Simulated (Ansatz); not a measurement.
A structure relaxed at PBE0-D4/def2-TZVP, charge 0, multiplicity 1:

| atom | x (Å) | y (Å) | z (Å) |
| --- | --- | --- | --- |
| Se1 | 0.067 | 2.017 | 1.101 |
| C2 | 0.165 | 0.582 | 0.095 |
| Te3 | -0.789 | -1.202 | 0.488 |
| H4 | 0.758 | 0.570 | -0.817 |
| H5 | -0.201 | -1.966 | -0.867 |

Task: Give its formula and SMILES.

Result: CH2SeTe, `[Se]=C[TeH]`.

Task: Point group (tolerance 0.08 Å, 0.16 Å for H)?

Result: Cs.

Task: Summarise the bond lengths by kind.

Result: 1 × C–Se 1.756 Å; 1 × C–Te 2.061 Å; 1 × C–H 1.088 Å; 1 × H–Te 1.663 Å.

Computed with Ansatz.
